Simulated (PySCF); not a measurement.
Molecule: SMILES C1=CNC(C=C)=N1, C5H6N2.

Bonds (- single, = double, # triple, : aromatic): C1=C2, C2-C3, C3:N4, N4:C5, C5:C6, C6:N7, N7:C3. C1 carries H8, H9; C2 carries H10; C5 carries H11; C6 carries H12; N7 carries H13. H8 is cis to C3; H9 is trans to C3.

Frames of a GFN2-xTB Langevin trajectory at 300 K; GIAO PBE0/pcSseg-1 shieldings in PySCF, gas phase, non-relativistic; equivalent atoms averaged within each frame.

References, each an isolated molecule treated in the same way: 13C (186.93 ppm) and 1H (31.72 ppm) against TMS; 15N (267.73 ppm) against NH3. The references are static minima.

How do the shifts (ppm) fluctuate along the trajectory?

## Answers


```csv
time (fs),C3,C5,C2,C6,C1,N4,N7,H12,H13,H11
250,155.9,142.7,137.4,135.6,124.9,271.2,191.8,8.11,8.07,7.94
425,150.2,131.7,140.3,119.0,128.7,288.7,194.8,6.74,8.39,7.66
625,148.9,130.9,126.0,119.8,126.4,283.9,182.1,7.24,7.77,6.70
800,151.2,133.8,135.4,125.0,126.1,284.3,177.5,6.48,8.49,7.28
1000,144.8,140.7,134.8,121.8,127.3,302.3,182.5,7.77,7.36,7.72
mean of frames,150.2,136.0,134.8,124.2,126.7,286.1,185.7,7.27,8.02,7.46
standard deviation,4.0,5.4,5.4,6.8,1.4,11.2,7.3,0.68,0.46,0.49
```

5 frames give an uncertainty of the mean of about the standard deviation over 2.2 at best, since frames this close in time may not be independent; classical motion lacks zero-point vibration, and the reference would need the same averaging.
